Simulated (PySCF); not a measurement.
Input of a run (PBE0-D3(BJ)/def2-SVP geometry optimisation, gas phase (PySCF 2.14.0)), started from GFN2-xTB:
```
{"job": {"xc": "PBE0", "basis": "def2-SVP", "d3": "d3bj", "grid": 1, "kind": "geom"}, "charge": 0, "multiplicity": 1}
C     -1.212253     0.252313    -1.041805
C     -0.820681    -0.348704     0.298373
C      0.620582    -0.890043     0.246670
Al     1.762894     0.716671    -0.104262
H     -0.476931     1.021077    -1.318048
H     -2.196857     0.712859    -1.002106
H     -1.213364    -0.506184    -1.822260
H     -0.883534     0.433506     1.063852
H     -1.528944    -1.135820     0.572005
H      0.686319    -1.665916    -0.530499
H      0.831978    -1.416462     1.189316
H      3.120947     0.721251    -0.851050
H      1.305455     2.105939     0.420839
```

Output (energies in Eh, forces in Eh/bohr):
```
step   0  E = -361.71762950  max force = 0.016871
step   1  E = -361.72159740  max force = 0.004354
step   2  E = -361.72205996  max force = 0.003965
step   3  E = -361.72225596  max force = 0.001421
step   4  E = -361.72235758  max force = 0.001040
step   5  E = -361.72239571  max force = 0.001020
step   6  E = -361.72241435  max force = 0.000404
step   7  E = -361.72242111  max force = 0.000436
optimisation converged
```

Q: Summarise the run.

A: The energy falls by 12.6 kJ/mol over 8 energy and gradient evaluations, the largest force component goes from 0.0169 to 4.4e-04 Eh/bohr, and the atoms move by 0.203 Å rms after alignment. The bond that changes most is Al4–H12 (ends: aluminium bonded to C and 2 H; Al–H hydrogen), which lengthens by 0.045 Å. Bonds longer at the end by more than 0.005 Å: 9 of 12; shorter: 2. Among the angles that change most is C2–C3–Al4, from 104.9° to 115.6°. The energy never rose by more than 1e-6 Eh on the way. The first step brought 83 % of the lowering.

Q: What are the final bond lengths?

A: C1–C2 1.522 Å, C2–C3 1.530 Å, C3–Al4 1.967 Å, C1–H5 1.106 Å, C1–H6 1.101 Å, C1–H7 1.102 Å, C2–H8 1.104 Å, C2–H9 1.105 Å, C3–H10 1.106 Å, C3–H11 1.109 Å, Al4–H12 1.595 Å, Al4–H13 1.596 Å. Numbering counts from 1 in the input's order; the species is `CC[CH2][AlH2]`.

The run used 105 basis functions and 48 SCF cycles in all.

Whether it is a minimum is left open (no frequencies). One conformer, not necessarily the lowest.

Conformer computed: `[CH3:1][CH2:2][CH2:3][AlH2:4]`: C1–C2–C3–Al4 63°.
